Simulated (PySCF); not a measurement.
Zr(F)3(OSiH3) (F3H3OSiZr), SMILES [F][Zr]([F])([F])[O][SiH3], multiplicity 1.

Geometry optimised at B3LYP-D3(BJ)/def2-SVP. The spin state was assumed, not searched. The structure was generated by enumeration; whether it is a known compound was not checked. The def2 effective core potentials stand for the cores of Zr; spin–orbit coupling is left out. The values are those of a single conformer.

Two levels are set side by side: PBE/def2-TZVP (PySCF) and CAM-B3LYP/def2-TZVP (PySCF). Same geometry, gas phase. Differences are taken from unrounded values.

| quantity | PBE |
|---|---|
| orbital gap (eV) | 6.11 |
| highest occupied level (eV) | -7.99 |
| lowest empty level (eV) | -1.89 |
| dipole moment (D) | 1.76 |
| mean polarisability (bohr³) | 67.2 |

**Question.** These are the PBE values. What does CAM-B3LYP give? (An estimate is asked for; the answer gives what the named calculation found.)

**Answer.** 
```json
[
 {"quantity": "orbital gap (eV)", "CAM-B3LYP": "10.77", "PBE minus CAM-B3LYP": "-4.66"},
 {"quantity": "highest occupied level (eV)", "CAM-B3LYP": "-10.88", "PBE minus CAM-B3LYP": "2.89"},
 {"quantity": "lowest empty level (eV)", "CAM-B3LYP": "-0.11", "PBE minus CAM-B3LYP": "-1.77"},
 {"quantity": "dipole moment (D)", "CAM-B3LYP": "1.89", "PBE minus CAM-B3LYP": "-0.13"},
 {"quantity": "mean polarisability (bohr³)", "CAM-B3LYP": "61.4", "PBE minus CAM-B3LYP": "5.8"}
]
```

PBE's occupied levels lie high since its potential decays too fast outside the molecule; exact exchange lowers them and widens the gap. PBE's more diffuse valence density responds more strongly to a field. Differences between two approximate levels are no errors against the true value.

Rough cost on one machine, each run with all the roots and properties that it gave: CAM-B3LYP against PBE within a factor of 2.
